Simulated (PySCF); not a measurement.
BeN: frontier orbitals

PBE at R = 1.609 Å; PySCF, no relativity, basis sets Be def2-TZVP, N def2-TZVP. State: ⁴Σ⁻ (quartet), unpaired electrons σ ↑, π ↑↑. Only the outer orbitals are listed, counted within each symmetry.

```tsv
spin	orbital	occ.	ε (eV)	on Be (%)	main shells (%)
α	3σ	1	-19.48	14	84 N s
α	1π	1	-8.01	11	89 N p, 9 Be p
α	1π	1	-8.01	11	89 N p, 9 Be p
α	4σ	1	-7.95	24	68 N p, 22 Be s
α	5σ	1	-5.17	91	59 Be s, 32 Be p
α	2π	0	-1.65	94	93 Be p
α	2π	0	-1.65	94	93 Be p
α	6σ	0	0.30	109	80 Be s, 27 Be p
β	3σ	1	-16.70	19	79 N s, 9 Be p, 8 Be s
β	4σ	1	-6.80	21	70 N p, 17 Be s, 9 N s
β	1π	0	-4.91	22	78 N p, 20 Be p
β	1π	0	-4.91	22	78 N p, 20 Be p
β	5σ	0	-2.80	92	67 Be s, 24 Be p
```

Which are the highest filled and the lowest empty level, where do they sit, and how wide is the gap?

Highest filled α 5σ at -5.17 eV (in %: 59 Be s, 32 Be p); lowest empty β 1π at -4.91 eV (in %: 78 N p, 20 Be p); the gap at PBE is 0.26 eV.

```
bond order (Mayer)                              : 1.31
⟨S²⟩                                            : 3.753
charge on Be (Mulliken, basis-dependent)        : 0.09
charge on Be (Löwdin, basis-dependent)          : 0.05
dipole moment (positive dipole means Be(−)N(+)) : -1.15 D
polarisability along the bond                   : 33.5 bohr³
polarisability across the bond                  : 33.3 bohr³
```

Shares are Mulliken populations and can fall outside 0 to 100 %.

The state is the lowest determinant that a PBE0 search found; another state may lie lower at other levels.
